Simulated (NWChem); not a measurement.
System: germanium monoxide (GeO, singlet); SMILES [O]=[Ge]

Program: NWChem. Low-valent species are run as closed-shell singlets; no triplet was tried in these runs. Structure relaxed at the PBE0/def2-SVP level. Ions are spin-unrestricted doublets at the neutral geometry; other ion states weren't tried.

### Question
Predict the results for PBE/def2-SVP. Quantities: vertical ionisation energy, ΔSCF (eV); −ε(HOMO) (eV).

### Answer
| Item | Value |
|---|---|
| vertical ionisation energy, ΔSCF (eV) | 10.99 |
| −ε(HOMO) (eV) | 7.06 |
